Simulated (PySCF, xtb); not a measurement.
BF₂Br, SMILES FB(F)Br.

Harmonic wavenumbers (cm⁻¹) from GFN2-xTB (xtb 6.7.1) at its own minimum, in rising order: 270, 324, 447, 595, 1171, 1348.

What does PBE0-D3(BJ)/def2-SVP in PySCF give at its own minimum? (Estimate from the structure and the level; the computed values follow.)

300, 357, 572, 644, 1241, 1483. Paired by order, the mean absolute difference is 73 cm⁻¹ and the zero-point energies are 5.9 and 6.6 kcal/mol.
